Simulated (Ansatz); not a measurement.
One change: `C=CB[SiH2][SiH3]` becomes `[SiH3][SiH2]BCl`.

Ansatz, PBE0-D4/def2-TZVP geometries, multiplicity 1. Each molecule was computed in one conformer, which needn't be the lowest.

| property | `C=CB[SiH2][SiH3]` |
| --- | --- |
| LUMO energy (ωB97M-V/def2-TZVPP) / eV | -0.58 |
| HOMO–LUMO gap (B3LYP/def2-TZVPP) / eV | 4.76 |
| HOMO energy (PBE0/def2-TZVPP) / eV | -7.64 |
| HOMO–LUMO gap (PBE0/def2-TZVPP) / eV | 5.12 |
| size of the dipole moment (B3LYP/def2-TZVPP) / D | 1.84 |
| size of the dipole moment (ωB97M-V/def2-TZVPP) / D | 1.87 |

Task: What does the change do to each property? (An estimate is asked.)

Result: Ansatz gave: 
| property | `[SiH3][SiH2]BCl` | shift |
| --- | --- | --- |
| LUMO energy (ωB97M-V/def2-TZVPP) / eV | -0.38 | 0.20 |
| HOMO–LUMO gap (B3LYP/def2-TZVPP) / eV | 5.10 | 0.34 |
| HOMO energy (PBE0/def2-TZVPP) / eV | -7.80 | -0.16 |
| HOMO–LUMO gap (PBE0/def2-TZVPP) / eV | 5.46 | 0.34 |
| size of the dipole moment (B3LYP/def2-TZVPP) / D | 0.48 | -1.36 |
| size of the dipole moment (ωB97M-V/def2-TZVPP) / D | 0.46 | -1.41 |

With PBE0 the HOMO falls by 0.16 eV and the LUMO rises by 0.20 eV, so the gap widens by about 0.36 eV. PBE moves the HOMO by -0.07 eV and ωB97M-V by -0.19 eV. Dipoles are sizes alone; their direction can turn.

B3LYP here is the variant with VWN-RPA as its local correlation; programs differ in this.
